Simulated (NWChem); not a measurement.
Species: H₃O cation; SMILES [OH3+]

```xyz
4

O      0.0000     0.0000     0.0788
H      0.6693     0.6693    -0.2074
H      0.2450    -0.9143    -0.2074
H     -0.9143     0.2450    -0.2074
```
Atoms are numbered in this order, from 1.

Program: NWChem. Geometry optimised at B3LYP/6-31G*; all other runs use it. Pople sets run with spherical d functions. Vzz has the sign of the potential's second derivative.

| quantity | level | value |
|---|---|---|
| Vzz O1 (a.u.) | CAM-B3LYP/cc-pVTZ | -1.825 |
| cavity-dispersion-structure term (kcal/mol) in dimethyl sulfoxide | B3LYP/def2-SVP, SMD | (withheld) |
| J(17O atom 1, 1H atom 3) (Hz) | B3LYP/IGLO-III | (withheld) |
| highest occupied level (eV) | M06-L/def2-SVP | -19.09 |
| vertical, lowest excitation, singlet (eV) | PBE/def2-SVPD, TDA | (withheld) |
| highest harmonic frequency (cm⁻¹) | B3LYP/6-31G* | 3597 |

Task: Complete the blanks.

Result: 
- cavity-dispersion-structure term (kcal/mol) in dimethyl sulfoxide, value: -0.5
- J(17O atom 1, 1H atom 3) (Hz), value: -112.8
- vertical, lowest excitation, singlet (eV), value: 10.94
